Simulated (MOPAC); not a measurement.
Input for MOPAC: PM7 on CH4OSn (SMILES [CH3][Sn][OH]), a point of a bond scan (R = 1.445 Å).

```
PM7 1SCF PRECISE CHARGE=0 THREADS=1
CH4OSn

Sn     0.02238006 1    -0.06360862 1     0.38858019 1
C      0.41947667 1     1.60722086 1    -0.98166041 1
H     -0.20201734 1     2.46931644 1    -0.72594186 1
H      0.20079564 1     1.28779189 1    -2.00052818 1
H      1.46422512 1     1.92099925 1    -0.91166492 1
O     -0.53752719 1    -1.25054683 1    -1.13046981 1
H     -0.92920961 1    -2.57966722 1    -0.72049560 1
```

It printed:

```
*******************************************************************************
 **                                                                           **
 **                              MOPAC v23.2.5                                **
 **                                                                           **
 *******************************************************************************
 ** MOPAC's Digital Object Identifier: https://doi.org/10.5281/zenodo.6511958 **
 **                                                                           **
 ** Please cite the open-source release paper for use of this MOPAC version:  **
 ** J. E. Moussa and J. J. P. Stewart (2026)                                  **
 ** MOPAC: An open-source semiempirical molecular orbital program             **
 ** J. Open Source Softw., 11(119), 8025, https://doi.org/10.21105/joss.08025 **
 *******************************************************************************

                              PM7 CALCULATION RESULTS

 *******************************************************************************
 *  PM7        - The PM7 Hamiltonian to be used
 *
 *
 *
 *                 CHARGE ON SYSTEM = 0
 *
 *
 *
 *  PRECISE    - TIGHTER CRITERIA TO BE USED
 *  1SCF       - DO 1 SCF AND THEN STOP
 *  THREADS=1  - MULTI-THREADING NOT USED
 *  T=         - A TIME OF 172800.0 SECONDS REQUESTED
 *  DUMP=N     - RESTART FILE WRITTEN EVERY 7200.0 SECONDS REQUESTED
 *******************************************************************************
PM7 1SCF PRECISE CHARGE=0 THREADS=1
 CH4OSn

   ATOM   CHEMICAL          X               Y               Z
  NUMBER   SYMBOL      (ANGSTROMS)     (ANGSTROMS)     (ANGSTROMS)

     1      Sn          0.02238006  *  -0.06360862  *   0.38858019  *
     2       C          0.41947667  *   1.60722086  *  -0.98166041  *
     3       H         -0.20201734  *   2.46931644  *  -0.72594186  *
     4       H          0.20079564  *   1.28779189  *  -2.00052818  *
     5       H          1.46422512  *   1.92099925  *  -0.91166492  *
     6       O         -0.53752719  *  -1.25054683  *  -1.13046981  *
     7       H         -0.92920961  *  -2.57966722  *  -0.72049560  *



          CARTESIAN COORDINATES

    NO.       ATOM           X           Y           Z

     1        Sn          0.0224     -0.0636      0.3886
     2         C          0.4195      1.6072     -0.9817
     3         H         -0.2020      2.4693     -0.7259
     4         H          0.2008      1.2878     -2.0005
     5         H          1.4642      1.9210     -0.9117
     6         O         -0.5375     -1.2505     -1.1305
     7         H         -0.9292     -2.5797     -0.7205

 General Reference for PM7:
 "Optimization of Parameters for Semiempirical Methods VI: More Modifications to the
 NDDO Approximations and Re-optimization of Parameters", J. J. P. Stewart, J. Mol. Mod., 1:32, 19 (2013)
 https://link.springer.com/article/10.1007/s00894-012-1667-x

           Empirical Formula: C H4 O Sn  =     7 atoms



      MOLECULAR POINT GROUP   :   Cs


      RHF CALCULATION, NO. OF DOUBLY OCCUPIED LEVELS = 9


 -------------------------------------------------------------------------------
 PM7 1SCF PRECISE CHARGE=0 THREADS=1
 CH4OSn



     1SCF WAS SPECIFIED, SO BFGS WAS NOT USED
     SCF FIELD WAS ACHIEVED


                              PM7 CALCULATION
                                                       MOPAC v23.2.5 Linux




          FINAL HEAT OF FORMATION =         26.55980 KCAL/MOL =     111.12620 KJ/MOL


          COSMO AREA              =        114.47 SQUARE ANGSTROMS
          COSMO VOLUME            =        103.01 CUBIC ANGSTROMS

          IONIZATION POTENTIAL    =          9.367906 EV
          HOMO LUMO ENERGIES (EV) =         -9.368  1.428
          NO. OF FILLED LEVELS    =          9
          MOLECULAR WEIGHT        =        150.7320         POINT GROUP:  Cs

          MOLECULAR DIMENSIONS (Angstroms)

            Atom       Atom       Distance
            H     7    H     3     5.10109
            H     4   Sn     1     2.38771
            H     3    H     5     1.72860


          SCF CALCULATIONS        =          1





   ATOM   CHEMICAL          X               Y               Z
  NUMBER   SYMBOL      (ANGSTROMS)     (ANGSTROMS)     (ANGSTROMS)

     1      Sn          0.02238006  *  -0.06360862  *   0.38858019  *
     2       C          0.41947667  *   1.60722086  *  -0.98166041  *
     3       H         -0.20201734  *   2.46931644  *  -0.72594186  *
     4       H          0.20079564  *   1.28779189  *  -2.00052818  *
     5       H          1.46422512  *   1.92099925  *  -0.91166492  *
     6       O         -0.53752719  *  -1.25054683  *  -1.13046981  *
     7       H         -0.92920961  *  -2.57966722  *  -0.72049560  *

                             CARTESIAN COORDINATES

   1   Sn        0.022380060    -0.063608620     0.388580190
   2    C        0.419476670     1.607220860    -0.981660410
   3    H       -0.202017340     2.469316440    -0.725941860
   4    H        0.200795640     1.287791890    -2.000528180
   5    H        1.464225120     1.920999250    -0.911664920
   6    O       -0.537527190    -1.250546830    -1.130469810
   7    H       -0.929209610    -2.579667220    -0.720495600


           Empirical Formula: C H4 O Sn  =     7 atoms



      MOLECULAR POINT GROUP   :   Cs


                  EIGENVALUES
 -23.82920 -23.08390 -13.64369 -13.18941 -12.87788 -11.72310 -10.73448 -10.52177
  -9.36791   1.42803   2.00622   3.35738   4.05434   6.36224   6.57738   7.90065


              NET ATOMIC CHARGES AND DIPOLE CONTRIBUTIONS

  ATOM NO.   TYPE          CHARGE      No. of ELECS.   s-Pop       p-Pop
    1         Sn           0.823144        3.1769     1.68111     1.49574
    2          C          -0.786013        4.7860     1.05830     3.72771
    3          H           0.154793        0.8452     0.84521
    4          H           0.167502        0.8325     0.83250
    5          H           0.154793        0.8452     0.84521
    6          O          -0.910186        6.9102     1.90406     5.00612
    7          H           0.395966        0.6040     0.60403
 DIPOLE           X         Y         Z       TOTAL
 POINT-CHG.     0.188    -1.458     5.987     6.165
 HYBRID        -0.472     0.205    -4.844     4.871
 SUM           -0.285    -1.253     1.143     1.720


          ATOMIC ORBITAL ELECTRON POPULATIONS

     Atom    s        px        py        pz
    1 Sn   1.68111   0.12957   0.49711   0.86907
    2  C   1.05830   1.18478   1.27274   1.27019
    3  H   0.84521
    4  H   0.83250
    5  H   0.84521
    6  O   1.90406   1.89121   1.47121   1.64370
    7  H   0.60403

 **********************
 *                    *
 * JOB ENDED NORMALLY *
 *                    *
 **********************




 == MOPAC DONE ==
```

The run finished.

Cost: roughly 0.020 core-seconds.
